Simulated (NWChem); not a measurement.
System: C$_{2}$H$_{8}$N cation; SMILES C[NH2+]C

Output (shortened):

```
             Northwest Computational Chemistry Package (NWChem) 7.3.0
             --------------------------------------------------------

 C2V symmetry detected

                             Geometry "geometry" -> ""
                             -------------------------

 Output coordinates in angstroms (scale by  1.889725989 to convert to a.u.)

  No.       Tag          Charge          X              Y              Z
 ---- ---------------- ---------- -------------- -------------- --------------
    1 C                    6.0000    -1.25410100     0.00000000     0.27075211
    2 N                    7.0000     0.00000000     0.00000000    -0.53161489
    3 C                    6.0000     1.25410100     0.00000000     0.27075211
    4 H                    1.0000    -2.11669800     0.00000000    -0.40709389
    5 H                    1.0000    -1.27049000    -0.89787200     0.90077511
    6 H                    1.0000    -1.27049000     0.89787200     0.90077511
    7 H                    1.0000     0.00000000     0.81541300    -1.15831689
    8 H                    1.0000     0.00000000    -0.81541300    -1.15831689
    9 H                    1.0000     2.11669800     0.00000000    -0.40709389
   10 H                    1.0000     1.27049000     0.89787200     0.90077511
   11 H                    1.0000     1.27049000    -0.89787200     0.90077511

 Effective nuclear repulsion energy (a.u.)      91.1345286727

      Symmetry information
      --------------------

 Group name             C2v
 Group number             16
 Group order               4
 No. of unique centers     5

                                 NWChem DFT Module
                                 -----------------

 Summary of "ao basis" -> "ao basis" (spherical)
 ------------------------------------------------------------------------------
       Tag                 Description            Shells   Functions and Types
 ---------------- ------------------------------  ------  ---------------------
 C                          def2-svp                 6       14   3s2p1d
 N                          def2-svp                 6       14   3s2p1d
 H                          def2-svp                 3        5   2s1p

      Symmetry analysis of basis
      --------------------------

        a1         30
        a2         12
        b1         23
        b2         17

            General Information
            -------------------
          SCF calculation type: DFT
          Wavefunction type:  closed shell.
          No. of atoms     :    11
          No. of electrons :    26
           Alpha electrons :    13
            Beta electrons :    13
          Charge           :     1
          Spin multiplicity:     1
          Use of symmetry is: on ; symmetry adaption is: on
          Maximum number of iterations: 150
          AO basis - number of functions:    82
                     number of shells:    42
          Convergence on energy requested:  1.00D-06
          Convergence on density requested:  1.00D-05
          Convergence on gradient requested:  5.00D-04

              XC Information
              --------------
                       M06-2X Method XC Functional
                     Hartree-Fock (Exact) Exchange  0.540
                        M06-2X Exchange Functional  1.000
                      M06-2X Correlation Potential  1.000

             Grid Information
             ----------------
          Grid used for XC integration:  fine
          Radial quadrature: Mura-Knowles
          Angular quadrature: Lebedev.
          Tag              B.-S. Rad. Rad. Pts. Rad. Cut. Ang. Pts.
          ---              ---------- --------- --------- ---------
          C                   0.70       70          10.0       590
          N                   0.65       70           8.0       590
          H                   0.35       60          11.0       590
          Grid pruning is: on
          Number of quadrature shells:   320
          Spatial weights used:  Erf1

      Superposition of Atomic Density Guess
      -------------------------------------

 Sum of atomic energies:        -133.48803471

 Renormalizing density from      27.00 to     26

      Non-variational initial energy
      ------------------------------

 Total energy =    -132.005137
 1-e energy   =    -344.938743
 2-e energy   =     121.799078
 HOMO         =      -0.758405
 LUMO         =      -0.205726

      Symmetry analysis of molecular orbitals - initial
      -------------------------------------------------

  Numbering of irreducible representations:

     1 a1          2 a2          3 b1          4 b2

  Orbital symmetries:

     1 a1          2 a1          3 b1          4 a1          5 b1
     6 a1          7 b2          8 a1          9 b1         10 a2
    11 a1         12 b1         13 b2         14 a1         15 a1
    16 b1         17 b2         18 a1         19 b1         20 b2
    21 a1         22 a2         23 b1

     ---------------------------------------------
      Total Density - Mulliken Population Analysis
     ---------------------------------------------

    Atom       Charge   Shell Charges
 -----------   ------   -------------------------------------------------------
    1 C    6     6.31   1.99  1.03  0.18  2.20  0.88  0.03
    2 N    7     7.40   1.99  1.08  0.34  2.62  1.35  0.03
    3 C    6     6.31   1.99  1.03  0.18  2.20  0.88  0.03
    4 H    1     0.77   0.62  0.12  0.03
    5 H    1     0.79   0.64  0.13  0.03
    6 H    1     0.79   0.64  0.13  0.03
    7 H    1     0.63   0.54  0.06  0.04
    8 H    1     0.63   0.54  0.06  0.04
    9 H    1     0.77   0.62  0.12  0.03
   10 H    1     0.79   0.64  0.13  0.03
   11 H    1     0.79   0.64  0.13  0.03

   convergence    iter        energy       DeltaE   RMS-Dens  Diis-err
 ---------------- ----- ----------------- --------- --------- ---------
 d= 0,ls=0.0,diis     1   -135.2797882564 -2.26D+02  9.19D-03  5.88D-01
 d= 0,ls=0.0,diis     2   -135.3108526263 -3.11D-02  4.10D-03  3.22D-01
 d= 0,ls=0.0,diis     3   -135.3475660376 -3.67D-02  6.78D-04  8.41D-03
 d= 0,ls=0.0,diis     4   -135.3483113052 -7.45D-04  2.53D-04  1.61D-03
 d= 0,ls=0.0,diis     5   -135.3484850200 -1.74D-04  2.54D-05  2.03D-06
 d= 0,ls=0.0,diis     6   -135.3484854426 -4.23D-07  2.73D-06  6.47D-08

         Total DFT energy =     -135.348485442558
      One electron energy =     -354.626480312835
           Coulomb energy =      148.506321607667
    Exchange-Corr. energy =      -20.362855410133
 Nuclear repulsion energy =       91.134528672742

 Numeric. integr. density =       26.000003467163

                  Occupations of the irreducible representations
                  ----------------------------------------------

                     irrep           alpha         beta
                     --------     --------     --------
                     a1                6.0          6.0
                     a2                1.0          1.0
                     b1                4.0          4.0
                     b2                2.0          2.0

                       DFT Final Molecular Orbital Analysis
                       ------------------------------------

 Vector   11  Occ=2.000000D+00  E=-6.760458D-01  Symmetry=a1
              MO Center=  2.3D-14,  3.1D-15,  1.6D-01, r^2= 3.0D+00
   Bfn.  Coefficient  Atom+Function         Bfn.  Coefficient  Atom+Function
  ----- ------------  ---------------      ----- ------------  ---------------
     6      0.306302   1 C  pz               34      0.306302   3 C  pz
    20      0.231640   2 N  pz               43     -0.201396   4 H  s
    68     -0.201396   9 H  s                48      0.145870   5 H  s
    53      0.145870   6 H  s                73      0.145870  10 H  s
    78      0.145870  11 H  s                 9      0.142932   1 C  pz

 Vector   12  Occ=2.000000D+00  E=-6.657873D-01  Symmetry=b2
              MO Center=  2.9D-14, -3.3D-15,  3.5D-01, r^2= 2.8D+00
   Bfn.  Coefficient  Atom+Function         Bfn.  Coefficient  Atom+Function
  ----- ------------  ---------------      ----- ------------  ---------------
     5      0.292420   1 C  py               33      0.292420   3 C  py
    19      0.218019   2 N  py               48     -0.216675   5 H  s
    53      0.216675   6 H  s                73      0.216675  10 H  s
    78     -0.216675  11 H  s                58     -0.186708   7 H  s
    63      0.186708   8 H  s                 8      0.116656   1 C  py

[...]

                         DFT ENERGY GRADIENTS

    atom               coordinates                        gradient
                 x          y          z           x          y          z
   1 C      -2.369907   0.000000   0.511647    0.004160   0.000000  -0.002849
   2 N       0.000000   0.000000  -1.004606    0.000000   0.000000   0.003589
   3 C       2.369907   0.000000   0.511647   -0.004160   0.000000  -0.002849
   4 H      -3.999979   0.000000  -0.769296   -0.001171   0.000000  -0.000548
   5 H      -2.400878  -1.696732   1.702218   -0.000627  -0.000676   0.000719
   6 H      -2.400878   1.696732   1.702218   -0.000627   0.000676   0.000719
   7 H       0.000000   1.540907  -2.188902    0.000000  -0.000412   0.000165
   8 H       0.000000  -1.540907  -2.188902   -0.000000   0.000412   0.000165
   9 H       3.999979   0.000000  -0.769296    0.001171   0.000000  -0.000548
  10 H       2.400878   1.696732   1.702218    0.000627   0.000676   0.000719
  11 H       2.400878  -1.696732   1.702218    0.000627  -0.000676   0.000719
```

Level: M06-2X/def2-SVP. Geometry: optimised at PBE0/def2-SVP.

### Question
Write an input that gives this output.

### Answer
This is not unique; one that fits is the input that was run:
```
start job
memory heap 200 mb stack 900 mb global 1100 mb
charge 1
geometry units angstroms noautoz
  C     -1.254101     0.000000     0.278702
  N      0.000000     0.000000    -0.523665
  C      1.254101     0.000000     0.278702
  H     -2.116698     0.000000    -0.399144
  H     -1.270490    -0.897872     0.908725
  H     -1.270490     0.897872     0.908725
  H      0.000000     0.815413    -1.150367
  H      0.000000    -0.815413    -1.150367
  H      2.116698     0.000000    -0.399144
  H      1.270490     0.897872     0.908725
  H      1.270490    -0.897872     0.908725
end
basis spherical
  C library def2-svp
  N library def2-svp
  H library def2-svp
end
dft
  xc m06-2x
  grid fine
  iterations 150
  mulliken
end
task dft gradient
```
